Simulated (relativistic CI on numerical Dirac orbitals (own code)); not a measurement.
# Sensitivity of the levels of Mo to α and to the nuclear radius

Calculated at this level of theory: Dirac-Coulomb-Breit CI, orbitals from a KLI potential per configuration, valence Slater integrals scaled by 0.85, P86 correlation energy added to each configuration, derivatives by finite differences, QED left out (own radial code, finite nucleus).

Configuration list (outside the closed core [Kr]): 4d5.5s, 4d4.5s2, 4d5.5p, 4d6, 4d5.5d, 4d3.5s2.5p, 4d3.5s2.6p. Levels of other configurations are missing.

With x = (α/α₀)² − 1 an excitation energy changes as ω = ω₀ + qx; K = 2q/ω₀ is the relative enhancement. Terms are leading LS components, so labels can repeat. The field-shift factor is F = δν/δ⟨r²⟩ for the transition from the lowest level.

Lowest level 4d5.5s 7S_3.

```
       Level  ω₀ (cm⁻¹)  q (cm⁻¹)  F (GHz/fm²)
4d4.5s2 5D_0    14532.1     -3806         1.73
4d4.5s2 5D_1    14648.3     -3607         1.71
4d4.5s2 5D_2    14857.6     -3271         1.65
4d4.5s2 5D_3    15148.7     -2864         1.58
4d4.5s2 5D_4    15519.3     -2373         1.51
 4d5.5s 5S_2    15775.0      1873        -1.28
 4d5.5s 5G_2    18465.1    -149.9      -0.0826
 4d5.5s 5G_3    18500.2    -89.91      -0.0805
 4d5.5s 5G_4    18535.7    -27.29      -0.0787
 4d5.5s 5G_6    18557.2   0.09825      -0.0787
 4d5.5s 5G_5    18559.1     10.39       -0.078
 4d5.5s 5P_3    20950.9    -506.3       0.0126
 4d5.5s 5P_2    21055.8    -264.2      -0.0114
```

Correlation outside the listed configurations is missing or only estimated: errors of thousands of cm⁻¹ between configurations and terms are usual at this charge. Rates and lifetimes follow the computed energies and can be off by large factors. The fine structure of a lone outer electron comes out too small, for d and f at times inverted, and misplaced configurations move strength between like terms.

Q: Which transition from the lowest level has the largest |K|?

A: 4d4.5s2 5D_0 at 14532.1 cm⁻¹, K = -0.524.
